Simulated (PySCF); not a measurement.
Start geometry of WO(OH)3, `[O]=[W]([OH])([OH])[OH]` [radical] from GFN2-xTB (Å):
```
atom  x, y, z in Å
W1    -0.165   -0.039    0.226
O2    -1.271   -0.306    1.469
O3     1.405    0.327   -0.633
H4     2.187    0.506   -1.160
O5    -0.673    1.766   -0.151
H6    -1.379    2.285    0.264
O7     0.152   -1.876   -0.203
H8    -0.257   -2.664    0.187
```

Q: What comes out of this run: PySCF 2.14.0, PBE0-D3(BJ)/def2-SVP geometry optimisation, gas phase, def2 core potentials past Kr?

A: 
```
atom  x, y, z in Å
W1     0.010   -0.004    0.186
O2    -0.273   -0.132    1.864
O3     1.553    0.385   -0.858
H4     2.445    0.577   -0.553
O5    -0.927    1.580   -0.243
H6    -1.813    1.826    0.039
O7    -0.159   -1.806   -0.361
H8    -0.836   -2.427   -0.075
```

The energy falls by 0.915 eV over 19 energy and gradient evaluations, the largest force component goes from 0.0483 to 4.1e-04 Eh/bohr, and the atoms move by 0.599 Å rms after alignment. The bond that changes most is W1–O3 (ends: tungsten bonded to 4 O; oxygen bonded to W and H), which lengthens by 0.077 Å. Bonds longer at the end by more than 0.005 Å: 2 of 7; shorter: 4. Among the angles that change most is W1–O3–H4, from 174.7° to 128.3°. Among the dihedrals that turn most is O7–W1–O5–H6, from 121° to 73°. Rotational constants go from 4488, 3818, 2204 to 3806, 3484, 2526 MHz. The orientation of the end geometry is arbitrary; only internal coordinates are fixed.

The run used 103 basis functions and 191 SCF cycles in all. Time: 3.0 min of wall time. Hardware: one thread, Arm Neoverse V1 (shared host).

No frequency check. ⟨S²⟩ = 0.752 (exact for a doublet: 0.75).

Neither the SCF state along the optimisation nor the shape of the open-shell metal species was proved the lowest: other solutions of the same spin, or a structure of lower symmetry, can lie below.
